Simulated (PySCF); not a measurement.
## Zr (zirconium, neutral) across methods

[Kr] 4d4, high-spin 5D determinant (an excited configuration). Calculation: PySCF 2.14, in dyall-av2z; the non-relativistic Hamiltonian (point nucleus).

| method | E (hartree) | mean ε 4p α (eV) | mean ε 4p β (eV) | mean ε 4d α (eV) | Σ⟨r²⟩ (bohr²) | ⟨S²⟩ |
| --- | --- | --- | --- | --- | --- | --- |
| r2SCAN | -3540.87 | -29.541 | -27.410 | -1.963 | 57.68 | 6.002 |
| r2SCAN0 | -3540.88 | -31.721 | -29.119 | -2.779 | 56.56 | 6.003 |
| UHF | -3538.92918 | -37.993 | -33.644 | -4.847 | 55.94 | 6.006 |
| PBE0 | -3540.56 | -31.147 | -28.807 | -2.733 | 57.27 | 6.002 |
| LDA | -3536.71 | -28.856 | -27.287 | -2.073 | 58.76 | 6.000 |
| PBE | -3540.45 | -28.705 | -26.978 | -1.970 | 58.90 | 6.001 |
| B3LYP | -3540.91 | -30.675 | -28.637 | -2.527 | 58.14 | 6.001 |
| revPBE | -3540.64 | -28.646 | -26.921 | -1.926 | 58.80 | 6.001 |

A non-relativistic calculation at this Z misses sizeable relativistic shifts.
